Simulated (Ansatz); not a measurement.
The cluster TlH2. Total charge 0; doublet. Geometry r2SCAN-D4/def2-TZVP.

```xyz
3

Tl   -0.495    0.056   -0.250
H     0.817    1.192   -0.730
H    -0.322   -1.248    0.980
```

In the def2 sets Tl takes a core potential; there is no spin–orbit coupling. HSE06 is defined as in plane-wave codes, on full-range PBE exchange. The structure comes from a short search, and lower isomers may exist.

(1) Estimate the α-spin orbital energies around the gap (eV) in Ansatz with PBE-D4/def2-TZVP, r2SCAN-D4/def2-TZVPD, PBE0-D4/def2-TZVPD, r2SCAN0-D4/def2-TZVP, HSE06-D4/def2-TZVP.

Answers

(1) 
```csv
orbital,PBE-D4/def2-TZVP,r2SCAN-D4/def2-TZVPD,PBE0-D4/def2-TZVPD,r2SCAN0-D4/def2-TZVP,HSE06-D4/def2-TZVP
HOMO−5,-15.87,-16.46,-17.99,-18.39,-17.57
HOMO−4,-15.82,-16.40,-17.92,-18.32,-17.50
HOMO−3,-15.77,-16.35,-17.88,-18.28,-17.46
HOMO−2,-11.13,-11.53,-12.53,-12.82,-12.11
HOMO−1,-7.17,-7.51,-8.40,-8.64,-7.99
HOMO,-4.48,-4.82,-5.42,-5.68,-5.02
LUMO,-2.63,-2.38,-1.93,-1.77,-2.29
LUMO+1,-0.38,-0.26,-0.15,0.59,-0.01
LUMO+2,0.85,0.93,0.59,1.93,1.02
LUMO+3,1.64,1.23,0.98,2.88,1.86
LUMO+4,1.85,2.10,1.52,2.94,2.09
LUMO+5,1.88,2.16,1.53,3.00,2.18
β HOMO,-6.59,-6.76,-7.59,-7.68,-7.19
β LUMO,-3.57,-3.19,-2.72,-2.46,-3.09
```
